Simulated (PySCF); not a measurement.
CH8BNO2Si, SMILES C[SiH2]NB(O)O (CAM-B3LYP/def2-SVP optimised geometry):

```
14

Si    -1.821    -0.755    -0.199
C     -2.358    -1.065    -1.965
N     -0.097    -0.577    -0.011
B      0.674     0.642     0.000
O      2.040     0.642     0.000
O      0.086     1.872     0.000
H     -2.291    -1.872     0.668
H     -2.437     0.520     0.279
H     -1.916    -1.994    -2.357
H     -2.044    -0.238    -2.621
H     -3.453    -1.159    -2.032
H      0.430    -1.442     0.048
H      2.437    -0.231    -0.056
H     -0.870     1.851     0.104
```

Level of theory: CAM-B3LYP/def2-TZVP in PySCF 2.14.0.

Problem. What are the frontier orbital energies and the dipole moment?

Solution. HOMO-2 -10.99 eV, HOMO-1 -10.51 eV, HOMO -9.13 eV, LUMO 1.00 eV, LUMO+1 1.71 eV; dipole moment 3.60 D.

On the same geometry PBE/def2-TZVP (PySCF) gives HOMO-2 -8.01 eV, HOMO-1 -7.26 eV, HOMO -6.30 eV, LUMO -0.64 eV, LUMO+1 0.13 eV; dipole moment 3.39 D.

Meta-Löwdin charges at CAM-B3LYP/def2-TZVP: Si1 0.80, C2 -0.61, N3 -0.63, B4 0.48, O5 -0.54, O6 -0.54, H7 -0.12, H8 -0.14, H9 0.12, H10 0.13, H11 0.13, H12 0.23, H13 0.34, H14 0.35.
